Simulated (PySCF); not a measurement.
**Exercise with solution: chemical shift, span and skew from a shielding tensor**

FGe, SMILES [F][Ge] (connectivity only; charge and spin as stated), charge +1, multiplicity 1. Atoms are numbered in the order given.

```xyz
2

F      0.0000     0.0000    -1.3277
Ge     0.0000     0.0000     0.3734
```
Charge +1, spin multiplicity 1.

Geometry: PBE-D3(BJ)/def2-TZVPD. The multiplicity is an assumed one; other spin states were not compared.

GIAO shieldings from PySCF with KT2/pcSseg-2, non-relativistic, no solvent. The symmetric part of the tensor of F1 has the principal values -370.6, -370.6, 488.8 ppm. The same nucleus in CFCl3 has σ = 125.1 ppm at this level (PySCF, at its B3LYP-D3(BJ)/def2-TZVP geometry).

**Question.** Work out the isotropic shielding, the ¹⁹F shift against CFCl3, the span and the skew.

**Answer.** 
σ(iso) = (σ11 + σ22 + σ33)/3 = -84.1 ppm. δ = σ(ref) − σ(iso) = 125.1 − (-84.1) = 209.2 ppm.
Span Ω = σ33 − σ11 = 859.4 ppm. Skew κ = 3(σ(iso) − σ22)/Ω = 1.00, an axial tensor. Tumbling in solution averages the tensor to δ; in a static solid the shielding alone would spread this spin-1/2 line over Ω.
